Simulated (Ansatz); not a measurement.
`BO[SiH2]F` + `C=NC` → `B/C=N/C` + `O[SiH2]F` at 600 K and 1 bar (formal exchange of groups at a B–O bond).

Isolated molecules relaxed with PBE0-D4/def2-TZVP in Ansatz; ΔE leaves out vibrations. CBS: MP2 limit from def2 TZ/QZ plus the TZ coupled-cluster correction, frozen cores. One conformer a species, not always the lowest.

```csv
species,CCSD(T)/CBS energy (Eh),H − E (kJ/mol),S (J/(mol·K))
`BO[SiH2]F`,-491.38453,170.3,386.0
`C=NC`,-133.77870,215.0,312.3
`B/C=N/C`,-159.15240,256.6,372.7
`O[SiH2]F`,-465.96250,127.7,331.4
```

H − E and S are ideal-gas, rigid-rotor, harmonic terms from PBE0-D4/def2-TZVP, for one conformer and one mirror image of each species. 1 Eh = 2625.50 kJ/mol, R = 8.31446 J/(mol·K).

By hand: ΔE, ΔH, ΔS and ΔG.

ΔE = (-159.15240) + (-465.96250) − (-491.38453) − (-133.77870) = 0.04833 Eh = 126.9 kJ/mol. Δ(H − E) = 256.6 + 127.7 − 170.3 − 215.0 = -1.0, so ΔH = 125.9 kJ/mol. ΔS = 372.7 + 331.4 − 386.0 − 312.3 = 5.8 J/(mol·K). ΔG = 125.9 − 600 × (5.8)/1000 = 122.4 kJ/mol.

By hand: the equilibrium constant, and the temperature at which ΔG would vanish if ΔH and ΔS stayed fixed.

log₁₀ K = −ΔG/(RT ln 10) = -10.7. ΔG = 0 at ΔH/ΔS = 21707 K, far beyond where these terms or the molecules hold.

The number of gas molecules stays the same, so ΔS is small and ΔH decides. A doubt of 5 kJ/mol in ΔE shifts log₁₀ K by 0.4 here. Other conformers and mirror images would add mixing entropy, several J/(mol·K) or more a flexible species. Modes under 60 cm⁻¹, often nearly free rotors, make the harmonic entropy too high. These are equilibria of isolated gas molecules and say nothing of rates. Largest T1 diagnostic: 0.013 (customary marks: 0.02 for closed shells, 0.045 for open ones).
